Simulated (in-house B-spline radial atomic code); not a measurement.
# PBE hybrid excitations of Nb5+

Method: PBE hybrid with 0.8 exact exchange. Computed with an all-electron radial atomic-structure program (B-spline basis): linear response of the closed shell [Ar] 3d10 4s2 4p6 with the functional's adiabatic kernel; scalar-relativistic (spin-free one-electron X2C), finite nucleus, no spin-orbit coupling, no double excitations, S, P, D and F terms only; shells from n = 2 respond. Only terms of natural parity with L up to 3 were computed.

Command:
```bash
python run_td.py task.json out
```
Settings (radii: box in bohr, nucleus in fm):
```
Z                        41
electrons                36
configuration            [Ar] 3d10 4s2 4p6
hamiltonian              x2c
method                   pbeh
box_radius               16.35
exact_exchange_fraction  0.8
rms_radius               4.324
intervals                71
```

Run time, properties included: 3.2 s on 1 thread of Arm Neoverse N1, with other jobs on the host.

The lowest states, in the order of their Tamm-Dancoff energies; the method's threshold (minus the highest occupied level) is 101.89 eV. Labels give the largest channel, * marks a mixed state, and oscillator strengths are full-response dipole values. Semilocal kernels can invert the small singlet-triplet splittings of Rydberg terms. Energies in eV:

| state | full response | Tamm-Dancoff | oscillator strength |
| --- | --- | --- | --- |
| 4p → 4d 3P | 34.54 | 34.64 | - |
| 4p → 4d 3F | 35.13 | 35.46 | - |
| 4p → 4d 1F | 38.11 | 38.16 | - |
| 4p → 4d 1P | 46.35 | 47.97 | 5.75 |
| 4p → 5s 3P | 50.81 | 50.83 | - |
| 4p → 5s 1P | 51.56 | 51.60 | 0.468 |
| 4p → 5p 3S | 57.16 | 57.19 | - |
| 4p → 5p 3D | 58.51 | 58.53 | - |
| 4p → 5p 1D | ? | ? | - |
| 4p → 5p 1S | ? | ? | - |

Problem. Where does 4p → 5p 1D lie?

Solution. At 58.92 eV in full response, 58.93 eV in Tamm-Dancoff.

Problem. Where does 4p → 5p 1S lie?

Solution. At 61.05 eV in full response, 61.24 eV in Tamm-Dancoff.

Problem. How large is the singlet-triplet splitting of 4p → 4d (F terms) in Tamm-Dancoff?

Solution. 2.71 eV, from the unrounded values.

Problem. What polarisabilities and dispersion coefficient does the method give?

Solution. Dipole 2.261 bohr³, quadrupole 3.681 bohr⁵, C6 7.107 hartree·bohr⁶ for two such species.
